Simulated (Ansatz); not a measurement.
Species: NbCl, net charge 0, quintet state. The spin state was set by rule; other spins were not relaxed. 
Structure (B3LYP-D3(BJ)/def2-TZVP (Ansatz, a first-principles code) minimum search):
```xyz
2

Nb     0.0000     0.0000    -0.6765
Cl     0.0000     0.0000     1.6316
```
Charge 0, spin multiplicity 5.

Basis-set convergence of Hartree-Fock and CCSD correlation energies (hartree) with Ansatz. Valence correlation only, unless marked. Open shells are spin-unrestricted. No spin-orbit coupling. Frozen are the shells of the preceding noble gas and the d and f shells that filled before the atom's block. In def2 rows, elements after Kr have scalar-relativistic effective core potentials.

```tsv
basis	functions	E(HF)	E(corr, CCSD)
def2-SVP	49	-515.75079	-0.20033
def2-TZVPP	98	-515.92531	-0.27921
def2-QZVPP	151	-515.93972	-0.30198
```

Extrapolating the two largest sets (X = 3 and 4) as X^-3: E(corr) = (64·(-0.30198) - 27·(-0.27921))/37 = -0.3186 Eh, an estimate of the basis-set limit. The largest set recovers 94.8 % of it, the smallest 62.9 %.
